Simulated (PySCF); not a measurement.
# Electric properties by functional and basis

Species: CH6GeS.
SMILES: `[CH3][GeH2][SH]`

PySCF, dipoles from the SCF density, polarisabilities from static response with core orbitals frozen. Geometry: PBE0-D3(BJ)/def2-SVP, one conformer, isolated molecule. Relativistic effects, spin–orbit coupling among them, are left out although an element past zinc is present.

Q: Compare the levels for these properties.

A: 

```tsv
level	μ (D)	α (Å³)	anisotropy (Å³)
LDA/def2-SVPD	1.925	10.51	2.81
PBE/def2-SVPD	1.901	10.33	2.80
B3LYP/def2-SVPD	1.909	10.09	2.66
PBE0/def2-SVPD	1.964	9.96	2.60
BHandHLYP/def2-SVPD	1.969	9.73	2.47
CAM-B3LYP/def2-SVPD	1.957	9.92	2.53
wB97X-D/def2-SVPD	2.018	9.86	2.48
LC-wPBE/def2-SVPD	2.048	9.61	2.39
HF/def2-SVPD	2.077	9.36	2.24
PBE0/6-31G*	2.292	7.87	2.55
PBE0/def2-SVP	1.986	8.05	2.27
PBE0/aug-cc-pVDZ	1.944	10.05	2.68
PBE0/def2-TZVP	1.913	9.31	2.76
PBE0/def2-TZVPD	1.902	10.08	2.66
PBE0/aug-cc-pVTZ	1.915	10.12	2.67
```

The anisotropy is √(½[(α1 − α2)² + (α2 − α3)² + (α3 − α1)²]). The dipole runs from 1.90 D (PBE/def2-SVPD) to 2.29 D (PBE0/6-31G*). No reference polarisability is at hand; against PBE0 in the largest diffuse basis at hand (aug-cc-pVTZ) the other PBE0 rows deviate by 6-31G* -22%, def2-SVP -20%, def2-SVPD -2%, aug-cc-pVDZ -1%, def2-TZVP -8%, def2-TZVPD 0%. In one basis (def2-SVPD) the functionals order the polarisability from HF (lowest) to LDA (highest), a spread of 12%. With PBE0 the polarisability is 8.41 Å³ without diffuse functions (mean of 6-31G*, def2-SVP and def2-TZVP) and 10.05 Å³ with them (mean of def2-SVPD, aug-cc-pVDZ, def2-TZVPD and aug-cc-pVTZ).

Without π bonds the low states are Rydberg-like; a valence basis with one diffuse set may place them up to an eV too high.
